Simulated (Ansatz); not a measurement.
The cluster TiB₇⁻. The state is a singlet with charge -1. Geometry PBE-D4/def2-SVPD.

```xyz
8

Ti    0.8845    0.4378    2.2127
B    -0.9506    0.4388    1.4192
B    -0.0046   -0.0017   -0.0117
B    -1.7990    0.2136    0.1243
B     0.0825   -0.4496   -1.8370
B     1.4305   -0.3965   -1.0459
B    -1.3453   -0.1798   -1.3197
B     1.7020   -0.0626    0.4581
```

HSE06 is defined as in plane-wave codes, on full-range PBE exchange. The restricted singlet is unstable towards broken spin symmetry in Hartree–Fock (as tested in another run); at PBE-D4/def2-TZVPD, r2SCAN-D4/def2-TZVPD, B97M-V/def2-TZVPD, r2SCANh-D4/def2-TZVPD and others this wasn't settled. At PBE-D4/def2-TZVPD, r2SCAN-D4/def2-TZVPD, B97M-V/def2-TZVPD the highest occupied level of the charge -1 singlet lies above zero (up to 0.16 eV). The electron is either unbound and held by the finite basis, or the level is raised by self-interaction error. Another isomer (singlet) lies 0.86 eV lower at PBE0-D4/def2-TZVPD; other spin states weren't run for this one.

Task: Estimate the orbital energies around the gap (eV) in Ansatz with PBE-D4/def2-TZVPD, r2SCAN-D4/def2-TZVPD, B97M-V/def2-TZVPD, r2SCANh-D4/def2-TZVPD, HSE06-D4/def2-TZVPD.

Result: 
```csv
orbital,PBE-D4/def2-TZVPD,r2SCAN-D4/def2-TZVPD,B97M-V/def2-TZVPD,r2SCANh-D4/def2-TZVPD,HSE06-D4/def2-TZVPD
HOMO−13,-32.54,-33.93,-34.47,-35.20,-35.74
HOMO−12,-11.52,-12.33,-12.63,-13.07,-13.25
HOMO−11,-8.99,-9.65,-9.91,-10.30,-10.47
HOMO−10,-7.54,-8.13,-8.38,-8.75,-8.91
HOMO−9,-4.54,-4.95,-5.14,-5.48,-5.61
HOMO−8,-3.71,-4.04,-4.19,-4.52,-4.65
HOMO−7,-2.95,-3.23,-3.31,-3.67,-3.75
HOMO−6,-2.70,-2.87,-2.80,-3.26,-3.29
HOMO−5,-1.87,-2.02,-2.14,-2.44,-2.58
HOMO−4,-1.47,-1.62,-1.69,-2.04,-2.18
HOMO−3,-1.36,-1.53,-1.58,-1.89,-1.91
HOMO−2,-1.24,-1.34,-1.35,-1.66,-1.68
HOMO−1,-0.43,-0.46,-0.42,-0.69,-0.62
HOMO,0.16,0.11,0.11,-0.17,-0.19
LUMO,0.47,0.67,0.36,0.89,0.74
LUMO+1,1.12,1.25,1.25,1.54,1.47
LUMO+2,1.20,1.36,1.25,1.56,1.51
LUMO+3,1.26,1.46,1.28,1.66,1.59
LUMO+4,1.33,1.48,1.51,1.86,1.94
LUMO+5,2.32,2.58,2.42,2.75,2.60
```
